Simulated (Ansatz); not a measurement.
Molecule: YBr2, net charge 1, singlet state. The spin state was set by rule; other spins were not relaxed. SMILES of the parent species: [Br][Y][Br]
Structure (B3LYP-D3(BJ)/def2-TZVP (Ansatz, a quantum-chemistry and plane-wave program) minimum search):
```xyz
3

Y      0.8479     0.2359     0.2037
Br    -0.6182     1.4983    -1.3937
Br    -0.3266    -1.7611     1.1666
```
Charge +1, spin multiplicity 1.

Parts of the frozen-core correlation energy in def2-SVP (Ansatz, hartree). Frozen orbitals: 32; correlated occupied orbitals by spin: 8 and 8; virtual: 55 and 55. Spin-orbit coupling is left out. In def2 rows, elements after Kr have scalar-relativistic effective core potentials.

| term | value |
|---|---|
| reference (HF) | -5182.02116 |
| MP2 opposite-spin | -0.19935 |
| MP2 same-spin | -0.07677 |
| CCSD correlation | -0.29531 |
| (T) | -0.01011 |
| T1 diagnostic | 0.017 |
| largest doubles amplitude | 0.028 |
